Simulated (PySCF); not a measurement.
# Bonding in `C[C@]1(C=O)O[SiH2]N([SiH3])[SiH2]1`

Species: C3H11NO2Si3.
Atom-mapped SMILES: `[CH3:1][C@:2]1([CH:3]=[O:4])[O:5][SiH2:6][N:7]([SiH3:8])[SiH2:9]1` (hydrogens: H10, H11, H12 on C1; H13 on C3; H14, H15 on Si6; H16, H17, H18 on Si8; H19, H20 on Si9)

Geometry (GFN2-xTB, Å), atoms numbered from 1 in this order:
```
atom  x, y, z in Å
C1    -2.2362    1.1596    0.0006
C2    -1.3577   -0.0802    0.1050
C3    -2.0657   -1.3108   -0.2904
O4    -2.8227   -1.4142   -1.2242
O5    -0.8423   -0.2052    1.4160
Si6    0.7484   -0.1785    1.6947
N7     1.3850   -0.0027    0.0650
Si8    3.0873    0.0353   -0.2997
Si9    0.1483    0.0101   -1.1324
H10   -1.6384    2.0653    0.0702
H11   -2.7628    1.1403   -0.9499
H12   -2.9641    1.1597    0.8111
H13   -1.7781   -2.1898    0.3203
H14    1.1713   -1.4541    2.2612
H15    1.0992    1.0003    2.4771
H16    3.5773   -1.3310   -0.5031
H17    3.2204    0.8220   -1.5245
H18    3.7486    0.6580    0.8451
H19    0.0636    1.2764   -1.8619
H20    0.2135   -1.1498   -2.0190
```

Bond orders from the PBE0/pcSseg-1 density (PySCF). Isolated species at its GFN2-xTB geometry (one conformer only).

Problem. How far do the computed orders between heavy atoms stray from the drawn ones?

Solution. The largest departure is 0.227, at Si9–C2 (drawn single, 0.773). Drawn single, order below 0.88: C2–O5 (0.826), Si6–N7 (0.854) and Si9–C2 (0.773).

Problem. Set the Mayer orders of the bonds between heavy atoms beside their lengths.

Solution. 
```
  bond  drawn as  length (Å)  Mayer order
 C1–C2    single       1.523        1.016
 C2–C3    single       1.474        0.936
 C3–O4    double       1.207        1.988
 C2–O5    single       1.414        0.826
O5–Si6    single       1.615        0.994
Si6–N7    single       1.758        0.854
N7–Si8    single       1.741        0.886
N7–Si9    single       1.721        0.942
Si9–C2    single       1.951        0.773
```

Bonds between the same two heavy elements. C–C: lowest C2–C3 (0.936, 1.474 Å), highest C1–C2 (1.016, 1.523 Å); in 1 of the 1 pairs the longer bond (by over 0.003 Å) has the higher order (by 0.02 or more). C–O: lowest C2–O5 (0.826, 1.414 Å), highest C3–O4 (1.988, 1.207 Å). N–Si: lowest Si6–N7 (0.854, 1.758 Å), highest N7–Si9 (0.942, 1.721 Å).

Problem. And the bonds to hydrogen?

Solution. C–H: 0.94 to 0.96 (4 bonds); H–Si: 0.91 to 0.94 (7 bonds).

Problem. Sum the orders of all bonds at each heavy atom with more than one neighbour and set the sums beside the valence in the SMILES.

Solution. C1 3.876 (drawn 4), C2 3.551 (drawn 4), C3 3.867 (drawn 4), O5 1.820 (drawn 2), Si6 3.673 (drawn 4), N7 2.682 (drawn 3), Si8 3.695 (drawn 4), Si9 3.575 (drawn 4). Orders between atoms that aren't bonded are not in these sums.

Mayer orders depend on the basis set.
